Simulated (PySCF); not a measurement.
## Dy (dysprosium, neutral) across methods

[Xe] 4f9 5d1 6s2, one real determinant (an excited configuration). All numbers are calculated (PySCF 2.14, the spin-free X2C one-electron Hamiltonian (Gaussian nucleus), in ANO-RCC-VTZP (8s7p5d3f2g1h, 104 functions)).

| method | E (hartree) | mean ε 6s α (eV) | mean ε 6s β (eV) | mean ε 5d α (eV) | Σ⟨r²⟩ (bohr²) | ⟨S²⟩ |
| --- | --- | --- | --- | --- | --- | --- |
| PBE0 | -12156.07 | -4.849 | -4.411 | -4.029 | 78.98 | 12.056 |
| UHF | -12151.94511 | -5.843 | -5.249 | -6.692 | 82.62 | 12.072 |
| LDA | -12147.62 | -4.480 | -4.041 | -2.956 | 77.79 | 12.022 |
| PBE | -12156.21 | -4.298 | -3.863 | -2.982 | 78.46 | 12.062 |

Q: Estimate the same row for r2SCAN.

A: E (hartree) = -12156.42; mean ε 6s α (eV) = -4.374; mean ε 6s β (eV) = -3.907; mean ε 5d α (eV) = -3.426; Σ⟨r²⟩ (bohr²) = 78.82; ⟨S²⟩ = 12.235.

⟨L²⟩ = 30.20 against 56 for a pure K term, so this real determinant mixes terms. Spin-orbit coupling, absent here, splits the open shell strongly.
